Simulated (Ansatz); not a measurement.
Ga₆S₁₀⁻. Charge -1, multiplicity 2. Geometry PBE-D4/def2-SVP.

Cartesian coordinates in Å:
```
Ga -0.379 -0.135 -1.728
Ga -1.075 1.473 2.072
Ga 2.187 0.848 -0.633
Ga -1.601 -1.678 0.718
Ga 1.500 -2.300 1.094
Ga -3.624 0.150 -1.187
S 3.989 -0.130 0.421
S -0.567 2.897 -0.208
S -3.044 -0.026 1.301
S 0.379 -0.094 0.570
S 1.619 0.060 -2.726
S -1.673 1.834 -1.831
S 1.496 3.106 -0.490
S -1.837 -1.914 -1.587
S -0.549 -3.132 2.032
S 3.177 -0.957 2.183
```

Single mean-field runs in def2-TZVP are fitted with def2-universal-jkfit. Another isomer (doublet) lies 2.25 eV lower at PBE0-D4/def2-TZVP; other spin states weren't run for this one.

(1) Estimate the α-spin orbital energies around the gap (eV) in Ansatz with PBE-D4/def2-SVP, PBE-D4/def2-TZVP, r2SCAN-D4/def2-TZVP, PBE0-D4/def2-SVP, PBE0-D4/def2-TZVP.

Answers

(1) 
```tsv
orbital	PBE-D4/def2-SVP	PBE-D4/def2-TZVP	r2SCAN-D4/def2-TZVP	PBE0-D4/def2-SVP	PBE0-D4/def2-TZVP
HOMO−9	-3.79	-3.86	-4.20	-5.03	-5.04
HOMO−8	-3.47	-3.54	-3.88	-4.67	-4.68
HOMO−7	-3.37	-3.44	-3.77	-4.56	-4.59
HOMO−6	-3.22	-3.31	-3.62	-4.42	-4.46
HOMO−5	-3.06	-3.16	-3.48	-4.25	-4.29
HOMO−4	-2.77	-2.85	-3.15	-3.93	-3.98
HOMO−3	-2.70	-2.79	-3.06	-3.75	-3.79
HOMO−2	-2.39	-2.50	-2.76	-3.47	-3.52
HOMO−1	-2.25	-2.31	-2.54	-3.13	-3.14
HOMO	-1.53	-1.64	-1.98	-2.57	-2.61
LUMO	-0.60	-0.66	-0.71	-0.06	-0.05
LUMO+1	0.13	0.02	0.08	0.83	0.76
LUMO+2	0.51	0.37	0.47	1.22	1.12
LUMO+3	0.61	0.44	0.54	1.33	1.20
LUMO+4	0.81	0.67	0.76	1.53	1.42
LUMO+5	1.23	1.06	1.19	1.93	1.78
β HOMO	-2.22	-2.30	-2.53	-3.12	-3.13
β LUMO	-0.82	-0.92	-0.76	-0.15	-0.20
```
